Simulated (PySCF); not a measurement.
C₅H₆Se, SMILES C=CC1=C[Se]C1.

The structure is a stationary point at PBE-D3(BJ)/def2-SVP. The structure was generated by enumeration, and PubChem lists no compound with its InChIKey, so it may never have been made. Other conformers were not sampled.

The numbers are results of PBE-D3(BJ)/def2-SVP run with PySCF, not measurements.

Frequencies are harmonic and unscaled.

```tsv
mode	ν (cm⁻¹)	IR (km/mol)	moving atoms (share of kinetic energy)
1	119	0.0	C 70 %, H 22 %
2	179	1.2	C 67 %, H 24 %, Se 9 %
3	219	0.3	C 52 %, H 45 %
4	376	2.5	C 57 %, Se 34 %, H 9 %
5	382	12.2	H 57 %, C 43 %
6	488	1.5	C 71 %, H 21 %, Se 8 %
7	614	5.1	C 70 %, H 24 %
8	634	1.2	H 67 %, C 33 %
9	697	17.2	C 65 %, H 30 %
10	778	28.0	H 56 %, C 43 %
11	832	3.1	H 80 %, C 19 %
12	860	33.7	H 70 %, C 30 %
13	865	3.2	C 85 %, H 15 %
14	976	3.2	H 71 %, C 29 %
15	981	10.6	H 87 %, C 13 %
16	1014	1.8	H 80 %, C 20 %
17	1066	15.7	H 73 %, C 27 %
18	1085	5.5	H 73 %, C 26 %
19	1254	2.5	H 75 %, C 25 %
20	1299	2.7	C 70 %, H 29 %
21	1364	2.8	H 84 %, C 16 %
22	1378	2.1	H 68 %, C 32 %
23	1568	6.1	C 89 %, H 11 %
24	1644	58.8	C 90 %, H 10 %
25	3014	4.9	H 95 %
26	3076	11.0	H 94 %
27	3083	3.3	H 92 %, C 8 %
28	3090	0.9	H 90 %, C 10 %
29	3154	3.1	H 91 %, C 9 %
30	3180	5.3	H 89 %, C 11 %
```
